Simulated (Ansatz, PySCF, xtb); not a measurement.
Energy difference 0.5 R1 + 0.5 R2 → P1, each structure at its B3LYP-D3(BJ)/def2-TZVP stationary point, reached from a drawn start (curvature not checked).
P1: CH2F2 (SMILES FCF), charge 0, multiplicity 1.
R1: CF4 (SMILES FC(F)(F)F), charge 0, multiplicity 1.
R2: CH4 (SMILES C), charge 0, multiplicity 1.

P less R. No zero-point or thermal terms.

Frozen-core correlation throughout. CBS: X⁻³ extrapolation of the correlation energy, Hartree–Fock from the larger set.

Codes used: Ansatz (a quantum-chemistry and plane-wave program) with Gaussian orbitals; PySCF for the D3/D4 terms; xtb for the GFN methods. No computed number here is a measurement.

```json
[
 {"level": "GFN1-xTB", "reaction energy (kcal/mol)": "5.30"},
 {"level": "SVWN5/def2-TZVPP", "reaction energy (kcal/mol)": "14.00"},
 {"level": "B3LYP/def2-TZVPP", "reaction energy (kcal/mol)": "10.38"},
 {"level": "BHLYP/def2-TZVPP", "reaction energy (kcal/mol)": "11.15"},
 {"level": "BHLYP-D3(BJ)/def2-TZVPP", "reaction energy (kcal/mol)": "11.19"},
 {"level": "wB97X-V/def2-TZVPP", "reaction energy (kcal/mol)": "11.73"},
 {"level": "B2PLYP/def2-TZVPP", "reaction energy (kcal/mol)": "11.01"},
 {"level": "B2PLYP-D4/def2-TZVPP", "reaction energy (kcal/mol)": "(withheld)"},
 {"level": "MP2/CBS(cc-pVTZ, cc-pVQZ)", "reaction energy (kcal/mol)": "(withheld)"}
]
```

Q: Complete the blanks.

A: 
- B2PLYP-D4/def2-TZVPP, reaction energy (kcal/mol): 11.09
- MP2/CBS(cc-pVTZ, cc-pVQZ), reaction energy (kcal/mol): 11.66
